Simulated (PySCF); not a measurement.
**Ir: interval between two levels**

Ir [Xe] 4f14 5d7 6s2 [4F9/2, M_J = 9/2] → Ir [Xe] 4f14 5d8 6s1 [4F9/2, M_J = 9/2], as a difference of total energies. Calculation: PySCF 2.14, in x2c-SVPall-2c with one added diffuse shell each of s, d type (8s9p10d2f, 99 functions); the two-component X2C-1e Hamiltonian. Correlated levels: [Kr] 4d10 4f14 frozen; the 22 highest virtual spinors dropped. "Screened" scales the spin-orbit matrix elements by Boettger's factors to mimic the two-electron term; Breit and QED terms are absent.

```tsv
method	interval between two levels (cm⁻¹)
GHF (spin-free)	1112.1
GMP2 (spin-free)	-681.49
GHF (screened spin-orbit)	2855.1
GMP2 (screened spin-orbit)	1239.1
```

The spin-free rows relax to the high-spin LS determinant and lack the spin-orbit shift.

Errors of the correlated levels include the incompleteness of this basis and the frozen core.

The labels give the starting determinants; with spin-orbit coupling the two ends relaxed to ⟨J²⟩ = 24.77, ⟨L²⟩ = 13.11, ⟨S²⟩ = 3.53 and ⟨J²⟩ = 24.76, ⟨L²⟩ = 12.35, ⟨S²⟩ = 3.80.

For comparison: 2835.0 cm⁻¹ (measured; NIST Handbook of Basic Atomic Spectroscopic Data (Sansonetti and Martin, J. Phys. Chem. Ref. Data 34, 1559 (2005))).
